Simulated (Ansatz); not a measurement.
```yaml
crystal:
  periodic: [false, false, false]
  atoms:
    - {symbol: C, position_ang: [-1.383900, 0.614123, 5.948863]}
    - {symbol: C, position_ang: [0.238324, 0.197597, 3.044754]}
    - {symbol: Ga, position_ang: [-2.221841, 0.285747, -0.549976]}
    - {symbol: C, position_ang: [-0.446006, -0.264565, -4.488809]}
    - {symbol: C, position_ang: [2.871245, -0.753079, -4.540527]}
    - {symbol: H, position_ang: [0.107207, 0.546895, 7.839181]}
    - {symbol: H, position_ang: [-3.043969, -1.092828, 6.289603]}
    - {symbol: H, position_ang: [-2.537655, 2.723258, 6.025293]}
    - {symbol: H, position_ang: [1.947455, 1.881019, 2.773047]}
    - {symbol: H, position_ang: [1.442457, -1.894550, 3.031225]}
    - {symbol: H, position_ang: [-5.653385, 0.804511, -0.280223]}
    - {symbol: H, position_ang: [-1.597069, -2.108391, -5.537252]}
    - {symbol: H, position_ang: [-1.046561, 1.659283, -5.816281]}
    - {symbol: H, position_ang: [4.058998, 1.101660, -3.573220]}
    - {symbol: H, position_ang: [3.502800, -2.708141, -3.289346]}
    - {symbol: H, position_ang: [3.711299, -1.042475, -6.778872]}
basis:
  gaussian: {orbitals: def2-SVP}
hamiltonian: {xc: {name: LC-wPBE}}
output: {forces: true}
```

```sh
$ ansatz run in.yaml --threads 4 --pin off --events-out ev --progress --plain --max-ram 11315MiB
```

Shortened log:

```
Functional definition: LC-wPBE
1625 factors; their error is unknown
521 factors; integrals over basis functions are off by at most 9.9e-5 eV
mean field evaluation 1: about -56595.1896 eV, gradient 4.6e1 eV
mean field evaluation 2: about -56417.2483 eV, gradient 1.9e2 eV
mean field evaluation 4: about -56607.4326 eV, gradient 2.1e1 eV
mean field evaluation 8: about -56609.0711 eV, gradient 1.9e1 eV
mean field evaluation 16: about -56612.7149 eV, gradient 3.2e-3 eV
mean field -56612.71492025 eV, -2080.4788998429 hartree, gradient 3.4e-5 eV, S^2 0.000000; 2 other end points of the search recorded, 0 dependent functions left out
reference -56612.71492027 eV, -2080.4788998437 hartree; 33, 33 occupied and 110, 110 virtual orbitals, 1625 factors
Total energy: -56612.71492027 eV, -2080.4788998437 hartree
Atom 0 at    -1.383900     0.614123     5.948863 Å, force    -1.370427     0.345046     2.364748 eV/Å
Atom 1 at     0.238324     0.197597     3.044754 Å, force     3.409464    -0.475272    -0.269905 eV/Å
Atom 2 at    -2.221841     0.285747    -0.549976 Å, force    -1.038278     0.159227     0.116422 eV/Å
Atom 3 at    -0.446006    -0.264565    -4.488809 Å, force    -1.968234     0.080161    -2.800114 eV/Å
Atom 4 at     2.871245    -0.753079    -4.540527 Å, force     2.668423    -0.393615    -0.062398 eV/Å
Atom 5 at     0.107207     0.546895     7.839181 Å, force    -1.594392     0.068662    -2.067741 eV/Å
Atom 6 at    -3.043969    -1.092828     6.289603 Å, force     1.781613     1.804357    -0.395131 eV/Å
Atom 7 at    -2.537655     2.723258     6.025293 Å, force     1.244701    -2.240973    -0.114931 eV/Å
Atom 8 at     1.947455     1.881019     2.773047 Å, force    -2.065802    -2.235828     0.353367 eV/Å
Atom 9 at     1.442457    -1.894550     3.031225 Å, force    -1.402998     2.725601     0.014399 eV/Å
Atom 10 at    -5.653385     0.804511    -0.280223 Å, force     1.112226    -0.167339    -0.075329 eV/Å
Atom 11 at    -1.597069    -2.108391    -5.537252 Å, force     1.415615     2.425867     1.223643 eV/Å
Atom 12 at    -1.046561     1.659283    -5.816281 Å, force     0.692142    -2.525404     1.590253 eV/Å
Atom 13 at     4.058998     1.101660    -3.573220 Å, force    -1.272710    -1.947250    -1.017799 eV/Å
Atom 14 at     3.502800    -2.708141    -3.289346 Å, force    -0.687627     2.058843    -1.315763 eV/Å
Atom 15 at     3.711299    -1.042475    -6.778872 Å, force    -0.923716     0.317918     2.456279 eV/Å
Dipole moment:    -0.298522     0.034411    -0.190881 e Å
```

In this input the geometry is stretched to more than twice its size. The run converged. The result belongs to that input, not to the molecule as meant.
